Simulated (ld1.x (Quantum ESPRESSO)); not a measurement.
## Before and after: TM potential for fluorine

- Element: fluorine
- Generator: ld1.x (Quantum ESPRESSO) 7.5
- Type: norm-conserving Troullier–Martins (Kleinman–Bylander form)
- Functional: PBEsol
- Relativity: scalar-relativistic
- Frozen core: [He]
- Valence charge: 7
- Reference configuration: 2s2 2p5
- Partial waves: 2s (bound): rc 0.85 bohr; 3d channel at 0.15 Ry: rc 1.80 bohr; 2p (bound): rc 1.80 bohr
- Local potential: the p channel
- Core correction: none

All-electron outer shells of the reference configuration (PBEsol, scalar-relativistic, ld1.x):

| shell | level (eV) | outermost node (bohr) | outermost maximum (bohr) |
| --- | --- | --- | --- |
| 1s | -661.16 | – | 0.11 |
| 2s | -29.72 | 0.24 | 0.76 |
| 2p | -11.05 | – | 0.71 |

Change: all radii scaled by about 1.40 (s 1.18, p 2.52, d 2.52 bohr).

Cutoffs: the cutoffs (Ry, on a coarse ladder) from which the occupation-weighted sum of valence levels, in a spherical-Bessel basis at the reference potential, stays within 10 and 1 mRy of its value at 400 Ry; they do not see the model core or the augmentation charge, which bear on the density cutoff. Errors are all-electron minus pseudo energies relative to the spin-unpolarised reference configuration.

Question: Predict the effect on cutoff, ghosts and configuration errors.

Answer: The potential gets softer (90 Ry and 200 Ry → 45 Ry and 90 Ry); of the 7 tests that both files solve, the error grows in 6 and shrinks in 0 by more than 15 % and 0.3 meV (median size 6.6 → 179.2 meV); neither file shows a bound ghost at the reference potential, the only one tested. A larger radius leaves more room for a smooth pseudo-wave, so fewer plane waves are needed. More of the atom is replaced by a form fitted at one configuration, so other configurations suffer.

| quantity | base | changed |
| --- | --- | --- |
| cutoff, loose | 90 Ry | 45 Ry |
| cutoff, tight | 200 Ry | 90 Ry |
| loose cutoff by channel (10 mRy a level) | s 80 Ry, p 45 Ry | s 40 Ry, p 25 Ry |
| bound ghosts | none | none |
| error for 2s2 2p4, meV [ΔE 19.32 eV] | -2.9 | +179 |
| error for 2s2 2p3, meV [ΔE 57.59 eV] | +284 | +1665 |
| error for 2s2 2p2, meV [ΔE 118.08 eV] | +1610 | +6138 |
| error for 2s2 2p4.5, meV [ΔE 7.51 eV] | -6.6 | +19 |
| error for 2s1 2p6, meV [ΔE 18.70 eV] | +5.1 | -169 |
| error for 2s1 2p5, meV [ΔE 38.30 eV] | -231 | -682 |
| error for 2s2 2p5.3, meV [ΔE -2.65 eV] | -3.3 | -3.6 |

Changed file: These tests converged, but a pseudo level misses the all-electron one widely, so the file describes the atom poorly there or has found another state: 2s2 2p2: 2p by 6.6 eV.
